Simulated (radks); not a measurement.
The potassium ion K0.9+, configuration [Ne] 3s1.1 3p6 4s1 (fractional occupations, a model configuration). All-electron calculation, scalar-relativistic Kohn-Sham, PBE, spin-unpolarised, spherical densities, point nucleus. Program: a radial shooting solver on a logarithmic mesh with Libxc functionals.

Radial electron density D(r) = 4 pi r^2 rho(r):

r (bohr)  D(r) (e/bohr)
0.008853          3.314
0.01014           4.131
0.01162           5.113
0.01321           6.203
0.01513           7.550
0.01734           9.093
0.01986           10.82
0.02257           12.59
0.02586           14.56
0.02963           16.55
0.03395           18.44
0.03889           20.09
0.0442            21.29
0.05064           22.05
0.05802           22.17
0.06647           21.63
0.07555           20.59
0.08656           19.12
0.09917           17.58
0.1136            16.38
0.1302            15.88
0.1479            16.27
0.1695            17.58
0.1942            19.49
0.2225            21.41
0.2528            22.59
0.2897            22.59
0.3319            20.97
0.3802            17.90
0.4356            13.99
0.4951            10.34
0.5672            7.274
0.6499            5.535
0.7446            5.112
0.8462            5.503
0.9695            6.102
1.111             6.309
1.273             5.849
1.458             4.806
1.657             3.580
1.898             2.353
2.175             1.429
2.492            0.8595
2.832            0.5783
3.245            0.4340
3.717            0.3478
4.259            0.2642
4.879            0.1764
5.546            0.1041
6.354           0.04977
7.279           0.01931
8.34           0.005883
9.479          0.001502
10.86         0.0002639

D(r) has 3 maxima, at r = 0.0557, 0.272, 1.08 bohr, and minima at 0.131, 0.733 bohr, inside which lie 2.16, 10.39 electrons.
